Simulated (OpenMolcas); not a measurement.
## A ladder of methods for SnH2O2 (SMILES [OH][Sn][OH])

SnH2O2: 5 atoms, total charge 0, spin state singlet. SMILES: `[OH][Sn][OH]`. Geometry: relaxed at PBE0-D4/def2-TZVP. This is one conformer, not always the lowest.

```xyz
5

O    -0.9843    0.1778   -0.6138
Sn   -0.1537   -0.9439    0.8009
O     1.5618    0.0029    0.6361
H    -1.9012   -0.0056   -0.8314
H     1.5272    0.6951   -0.0333
```

Each level gives the vertical ionisation energy (to the doublet cation) (eV). The values are calculated.

```
                           level             kind     program  value (eV)  CPU time (all runs)
    HF/def2-SVP (core potential)     Hartree–Fock  OpenMolcas        8.93                8.5 s
 SVWN5/def2-SVP (core potential)              LDA  OpenMolcas        9.63                 26 s
  BLYP/def2-SVP (core potential)              GGA  OpenMolcas        9.24                 42 s
   PBE/def2-SVP (core potential)              GGA  OpenMolcas        9.35                 40 s
 M06-L/def2-SVP (core potential)         meta-GGA  OpenMolcas        9.37                 64 s
 B3LYP/def2-SVP (core potential)    global hybrid  OpenMolcas        9.61                 39 s
M06-2X/def2-SVP (core potential)  hybrid meta-GGA  OpenMolcas           ?                 47 s
  PBE0/def2-SVP (core potential)    global hybrid  OpenMolcas           ?                 39 s
```

Estimate the missing values from the other rows.

As computed at these levels: M06-2X/def2-SVP (core potential): 9.51 eV; PBE0/def2-SVP (core potential): 9.58 eV. Spin-orbit coupling, which can split open shells on such heavy atoms by tenths of an eV, is left out. The values span 8.93 to 9.63 eV. Times are those of the runs behind each value, whatever else they computed, on shared processors of several kinds: orders of magnitude only.
